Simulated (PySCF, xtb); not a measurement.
C3H6O2Si, SMILES C=C=C[SiH](O)O.

Geometry optimised at PBE0-D3(BJ)/def2-SVP. This is a generated structure with no PubChem entry under its InChIKey; it may be hypothetical. The values are those of a single conformer.

These are IEF-PCM-M06-2X/def2-SVP in PySCF values and carry that method's errors.

The values are the electrostatic part of the solvation free energy, E(continuum) − E(gas) at the gas-phase geometry, in a cavity of scaled van der Waals radii (PySCF's table); cavitation and dispersion terms are not included. In vacuum the orbital gap is 9.44 eV. The dipole moment in vacuum is 0.62 D.

| solvent | ε | ΔG(elec) (kcal/mol) | dipole (D) | gap (eV) |
|---|---|---|---|---|
| water | 78.36 | -7.6 | 0.90 | 9.42 |
| 2-propanol | 19.26 | -7.1 | 0.87 | 9.43 |
| acetone | 20.49 | -7.2 | 0.88 | 9.43 |

For comparison, GFN2-xTB/ALPB(water) (xtb, at the GFN2-xTB geometry, all terms of that model) gives -7.2 kcal/mol.
